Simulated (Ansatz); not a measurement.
Basis-set extrapolation for `CB(N)[SiH2]C#N` (PBE0-D4/def2-TZVP geometry, frozen core, the Gaussian-basis code of Ansatz). Multiplicity 1, RHF reference.

|  | def2-TZVPP | def2-QZVPP |
| --- | --- | --- |
| HF | -502.478112 | -502.496251 |
| MP2 correlation | -0.943598 | -1.007121 |
| CCSD(T) correlation | -1.033524 | not run |

Energies in hartree. Use E(X) = E(∞) + A·exp(−7.88·√X) for Hartree–Fock and E(X) = E(∞) + B·X^(−2.97) for correlation, with X = 3 and 4, and add CCSD(T) minus MP2 of the smaller set to the MP2 limit.

Problem. What is the CCSD(T) energy at the basis-set limit?

Solution. HF limit: -502.496251 + (-0.018139) × 0.13774 = -502.49875. MP2 limit: -1.007121 + (-0.063523) × 0.74074 = -1.05418. Higher-order term: -1.033524 − (-0.943598) = -0.08993. Total: -503.64286 hartree, 344.5 kJ/mol below CCSD(T)/def2-TZVPP.
